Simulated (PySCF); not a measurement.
## MgBe: script and output

File input.py (PySCF 2.14):

```python
from pyscf import gto, scf, ci

mol = gto.M(
    atom='Mg 0 0 0; Be 0 0 2.315',
    basis='def2-tzvp',
    charge=0,
    spin=0,
    verbose=4,
)
mf = scf.RHF(mol)
mf = mf.density_fit(auxbasis='def2-universal-jkfit')
mf.kernel()
ci.CISD(mf, frozen=1).kernel()
mf.dip_moment()
print('orbital energies (hartree):', mf.mo_energy[..., max(0, mol.nelec[1]-3):mol.nelec[0]+3].round(4))
```

```bash
$ OMP_NUM_THREADS=1 python input.py
```

The log (some set-up lines and the per-cycle HOMO/LUMO lines with their warnings removed):

```
PySCF version 2.14.0

[INPUT] Symbol           X                Y                Z      unit          X                Y                Z       unit  Magmom
[INPUT]  1 Mg     0.000000000000   0.000000000000   0.000000000000 AA    0.000000000000   0.000000000000   0.000000000000 Bohr   0.0
[INPUT]  2 Be     0.000000000000   0.000000000000   2.315000000000 AA    0.000000000000   0.000000000000   4.374715978368 Bohr   0.0

nuclear repulsion = 10.9721408743672
number of shells = 21
number of NR pGTOs = 81
number of NR cGTOs = 51
basis = def2-tzvp
ecp = {}

******** <class 'pyscf.df.df_jk.DFRHF'> ********
method = DFRHF
initial guess = minao
damping factor = 0
level_shift factor = 0
DIIS = <class 'pyscf.scf.diis.CDIIS'>
SCF conv_tol = 1e-09
SCF max_cycles = 50
Initial guess from minao.
******** <class 'pyscf.df.df.DF'> ********
auxbasis = def2-universal-jkfit
init E= -214.374148558487
cycle= 1 E= -214.134693047463  delta_E= 0.239  |g|= 0.0784  |ddm|= 1.18
cycle= 2 E= -214.140660733413  delta_E= -0.00597  |g|= 0.0358  |ddm|= 0.169
cycle= 3 E= -214.141258958212  delta_E= -0.000598  |g|= 0.0149  |ddm|= 0.0682
cycle= 4 E= -214.141533781175  delta_E= -0.000275  |g|= 0.00273  |ddm|= 0.0801
cycle= 5 E= -214.141549013684  delta_E= -1.52e-05  |g|= 0.000743  |ddm|= 0.0241
cycle= 6 E= -214.141550273022  delta_E= -1.26e-06  |g|= 0.000245  |ddm|= 0.0082
cycle= 7 E= -214.141550409928  delta_E= -1.37e-07  |g|= 7.27e-05  |ddm|= 0.00308
cycle= 8 E= -214.141550421042  delta_E= -1.11e-08  |g|= 9.03e-06  |ddm|= 0.00108
cycle= 9 E= -214.141550421161  delta_E= -1.2e-10  |g|= 1.38e-06  |ddm|= 0.000182
Extra cycle  E= -214.141550421163  delta_E= -1.42e-12  |g|= 4.93e-07  |ddm|= 1.69e-05
converged SCF energy = -214.141550421163

WARN: DF-RCISD for DFHF method <pyscf.df.df_jk.DFRHF object> is not available. Normal RCISD method is called.

WARN: CISD detected DF being used in the HF object. MO integrals are computed based on the DF 3-index tensors.
It's recommended to use dfccsd.CCSD for the DF-CISD calculations

******** <class 'pyscf.ci.cisd.RCISD'> ********
CISD nocc = 7, nmo = 50
frozen orbitals 1
max_cycle = 50
direct = 0
conv_tol = 1e-09
max_cycle = 50
max_space = 12
lindep = 0
nroots = 1
Init t2, MP2 energy = -0.253510987075087
RCISD converged
E(RCISD) = -214.4020633868849  E_corr = -0.2605129657223141
Dipole moment(X, Y, Z, Debye): -0.00000, -0.00000, -0.17040
orbital energies (hartree): [-2.2879 -0.3886 -0.2064  0.0184  0.0184  0.021 ]
```

In short: E(SCF) = -214.141550 Eh, 9 cycles, E(CISD) − E(SCF) = -0.26051 Eh, μz(SCF) = -0.17 D.

Hardware: Intel Xeon Platinum 8488C, 1 thread, shared host. Wall time 0.96 s, peak memory 0.14 GiB.

Stability towards an unrestricted solution was not tested. The bond length is a typed value, not an optimised one.
